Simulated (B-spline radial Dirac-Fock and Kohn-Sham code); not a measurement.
ΔSCF core binding energies without Breit or QED terms, calculated with an atomic code on a B-spline grid.

A sound run for atomic iron, configuration [Ar] 3d6 4s2: The ground state converged in 12 iterations, with total energy -1271.39205 Ha, virial ratio 1.98564 and highest orbital energy -7.18 eV. ΔSCF binding energies: K (1s) 7135.5 eV, L3 (2p3/2) 722.9 eV. Holes are computed only in closed shells, and unreliable hole states are left out.

A second run, with one unsound setting: The ground state had not converged after 81 iterations, with total energy -1268.94528 Ha, virial ratio 1.95471 and highest orbital energy 21.03 eV. ΔSCF binding energies: K (1s) 7147.0 eV, L3 (2p3/2) 728.2 eV (not all states converged, so these are not final). Holes are computed only in closed shells, and unreliable hole states are left out.

```
iter   energy (Ha)        error
   1    -1258.33825692  9.61e-01
   2    -1264.65571802  6.28e-01
   3    -1264.73844017  6.24e-01
   4    -1264.82022257  6.20e-01
   5    -1264.90107497  6.15e-01
   6    -1264.98100705  6.11e-01
   7    -1265.06002837  6.07e-01
   8    -1265.13814843  6.03e-01
   9    -1265.21537662  5.98e-01
  17    -1265.80219398  5.65e-01
  25    -1266.33706986  5.34e-01
  33    -1266.82423945  5.03e-01
  41    -1267.26762195  4.74e-01
  49    -1267.67084077  4.46e-01
  57    -1268.03724324  4.20e-01
  65    -1268.36991967  3.94e-01
  73    -1268.67172154  3.70e-01
  81    -1268.94527873  3.47e-01
```

Problem. Which fault fits the second run best?
A. speed of light below Z
B. damping too heavy
C. mesh too coarse
D. functional not served

Solution. B. The input had damp = 0.995; ndamp = 100: damp is so close to 1 that the orbitals hardly move in each step.
